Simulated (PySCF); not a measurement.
CrF₂O₂, multiplicity 1.

```xyz
5

Cr     0.0000     0.0000     0.0517
O      0.0000     1.2351     0.9460
O      0.0000    -1.2351     0.9460
F     -1.3833     0.0000    -0.9098
F      1.3833     0.0000    -0.9098
```

Geometry optimised at PBE0-D3(BJ)/def2-SVP. The multiplicity is an assumed one; other spin states were not compared. The isomer is the one that the SMILES or the coordinates give; other isomers of the formula were not compared.

Computed with HF/pcSseg-1 (PySCF). Non-relativistic, no solvent.

Computed absolute GIAO shielding of each atom: isotropic value and principal components (ppm):
```
atom    σ(iso)       σ11       σ22      σ33     span
----  --------  --------  --------  -------  -------
Cr1   -15530.0  -29100.2  -11446.9  -6042.8  23057.4
O2     -7659.3  -20156.7   -2806.1    -15.2  20141.6
O3     -7659.4  -20156.8   -2806.1    -15.2  20141.6
F4       374.7    -219.1    -160.6   1503.7   1722.8
F5       374.7    -219.1    -160.6   1503.7   1722.8
```
